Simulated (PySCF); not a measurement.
C3H3N2, SMILES C1N=C[N]C=1, doublet at its B3LYP/def2-SVP optimised geometry (Å):

```
8

C      1.0530     0.7563    -0.0012
C      0.5775    -0.6450     0.0000
N     -0.7388    -0.6450     0.0000
C     -1.0507     0.6899     0.0000
N      0.0095     1.5586    -0.0016
H      2.0854     1.1154    -0.0016
H      1.1776    -1.5586     0.0002
H     -2.0854     1.0413     0.0003
```

Computed with PySCF with unrestricted B3LYP/def2-TZVP. Cells within 0.4 Å of a nucleus heavier than hydrogen are left out (blank, or x).

Map of the HOMO−1 amplitude (α) (bohr^(-3/2)), clipped to [-0.25, 0.25] on the plane z = 0.0 Å; orbital energy -7.97 eV, overall sign arbitrary:

```
|555555555555555555555555555|
|555555555555555555555555555|
|555555555555555555555555555|
|555555555555555555555555555|
|555555555555555555555555555|
|555555555555666555555555555|
|555555555556777655555555555|
|555555555556899765555555555|
|445555554455xxx755554444555|
|444455544443xxx555444444445|
|4444445544x21023x4444444445|
|444444555xxx332xxx444444444|
|4444444556x6544444444444444|
|444444445578765544444444444|
|44444444445x97xx55544444444|
|4444444431xxx6xx55555544444|
|44444444310x245555555555544|
|444444443211244555555555555|
|444444444333344455555555555|
|444444444444444455555555555|
|444444444444444445555555555|
|444444444444444444555555544|
|444444444444444444444444444|
|444444444444444444444444444|
|444444444444444444444444444|
|444444444444444444444444444|
|444444444444444444444444444|
```
Scale: ten equal steps from -0.250 (start of '0') to 0.250 (end of '9'), in the order '0123456789'; x runs from -4.50 to 4.50, y from -4.50 (bottom) to 4.50 (top).
